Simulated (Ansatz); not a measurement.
I$_{2}$Sn, charge -1, doublet, geometry from GFN2-xTB (such geometries of metal compounds can be far from the true shape) (a state made from the parent by changing its charge; the spin is typed, not shown lowest) (core potentials on I, Sn) (a gas-phase anion, which may not be bound at this level); HF/def2-SV(P) (Ansatz, a first-principles code).

Ansatz was given this input:
Ansatz 0.2 input:
```yaml
crystal:
  periodic: [false, false, false]
  atoms:
    - {symbol: Sn, position_ang: [-0.00062870, -0.00460457, 1.21175688]}
    - {symbol: I, position_ang: [1.13463361, -1.92671362, -0.57832450]}
    - {symbol: I, position_ang: [-1.13404050, 1.93105755, -0.56484237]}
basis:
  gaussian:
    orbitals: def2-SV_P_.json
hamiltonian:
  xc: hf
total_charge: -1
magnetization: {spin_polarized: true, initial_magnetization: 1}
```
The basis file holds def2-SV(P) in the JSON format of the Basis Set Exchange.

What the program printed (banner, timings and long lists left out):

```
Functional definition: HF
1015 factors; integrals over basis functions are off by at most 1.4e-4 eV
mean field evaluation 1: about -21954.2883 eV, gradient 7.9e0 eV
mean field evaluation 2: about -21954.3830 eV, gradient 8.0e0 eV
mean field evaluation 4: about -21954.9835 eV, gradient 1.0e0 eV
mean field evaluation 8: about -21955.0109 eV, gradient 1.7e-3 eV
mean field -21955.01089942 eV, -806.8317689127 hartree, gradient 1.9e-5 eV, S^2 0.764892; 0 other end points of the search recorded, 0 dependent functions left out
reference -21955.01089942 eV, -806.8317689127 hartree; 37, 36 occupied and 41, 42 virtual orbitals, 1015 factors
Total energy: -21955.01089942 eV, -806.8317689127 hartree
```
